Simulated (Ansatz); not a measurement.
`BCBC` + HI → `CBI` + `BC` at 700 K and 1 bar (ligand exchange at a B–C bond).

Calculated with Ansatz (gas phase, PBE0-D4/def2-TZVP geometries, no zero-point term in ΔE). CCSD(T)/CBS adds triple-zeta CCSD(T) − MP2 to the extrapolated MP2 energy (def2 sets, frozen cores). This one scheme is used for every species. def2 core potentials past Kr. For I outer-core shells are correlated without core-valence functions, which leaves a few kJ/mol of doubt a bond. One conformer a species, not always the lowest.

```json
{"species": "`BCBC`", "CCSD(T)/CBS energy (Eh)": "-130.49141", "H − E (kJ/mol)": "329.2", "S (J/(mol·K))": "442.8"}
{"species": "HI", "CCSD(T)/CBS energy (Eh)": "-298.03592", "H − E (kJ/mol)": "34.6", "S (J/(mol·K))": "231.7"}
{"species": "`CBI`", "CCSD(T)/CBS energy (Eh)": "-362.71826", "H − E (kJ/mol)": "178.2", "S (J/(mol·K))": "380.3"}
{"species": "`BC`", "CCSD(T)/CBS energy (Eh)": "-65.83255", "H − E (kJ/mol)": "189.6", "S (J/(mol·K))": "311.0"}
```

H − E and S are ideal-gas, rigid-rotor, harmonic terms from PBE0-D4/def2-TZVP, for one conformer and one mirror image of each species. 1 Eh = 2625.50 kJ/mol, R = 8.31446 J/(mol·K).

Question: By hand: ΔE, ΔH, ΔS and ΔG.

Answer: ΔE = (-362.71826) + (-65.83255) − (-130.49141) − (-298.03592) = -0.02348 Eh = -61.6 kJ/mol. Δ(H − E) = 178.2 + 189.6 − 329.2 − 34.6 = 4.0, so ΔH = -57.6 kJ/mol. ΔS = 380.3 + 311.0 − 442.8 − 231.7 = 16.8 J/(mol·K). ΔG = -57.6 − 700 × (16.8)/1000 = -69.4 kJ/mol.

Question: By hand: the equilibrium constant, and the temperature at which ΔG would vanish if ΔH and ΔS stayed fixed.

Answer: log₁₀ K = −ΔG/(RT ln 10) = 5.2. ΔH and −TΔS have one sign here, so there is no such temperature.

ΔH outweighs TΔS. A doubt of 5 kJ/mol in ΔE shifts log₁₀ K by 0.4 here. Other conformers and mirror images would add mixing entropy, several J/(mol·K) or more a flexible species. Modes under 60 cm⁻¹, often nearly free rotors, make the harmonic entropy too high. These are equilibria of isolated gas molecules and say nothing of rates. Largest T1 diagnostic: 0.011 (customary marks: 0.02 for closed shells, 0.045 for open ones).
